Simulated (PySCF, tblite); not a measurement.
Isomers of C7H6F (doublet state), one GFN2-xTB conformer each. Single-point energies are computed at B3LYP/pcH-1 (PySCF, gas phase, no added dispersion term), electronic only. GFN2-xTB treats the open shell by occupation alone, and not every SCF solution was tested for stability.

**Question.** Rank them by B3LYP/pcH-1 energy, lowest first (kJ/mol).
A. `C#C[C@@H]1[CH][C@]12C[C@@H]2F` [radical]
B. `[CH2:1][c:2]1[cH:3][cH:4][cH:5][c:6]([F:7])[cH:8]1` (doublet state) with H–C1–C2–C3 180° and 0°

**Answer.** B (0.0), A (476.1).

As drawn, the higher has a three-membered ring and a quaternary carbon, which the lower lacks. GFN2-xTB itself gives, in the same order: 0.0, 390.7. Both levels put the same isomer lowest.

**Question.** What happens when harmonic zero-point energies from GFN2-xTB frequencies are added?

**Answer.** 
```
                       SMILES  ZPE (kJ/mol)  electronic (kJ/mol)  with ZPE (kJ/mol)
             [CH2]c1cccc(F)c1         271.7                  0.0                0.0
C#C[C@@H]1[CH][C@]12C[C@@H]2F         262.3                476.1              466.6
```

The zero-point energies span 9.4 kJ/mol. The order is unchanged.
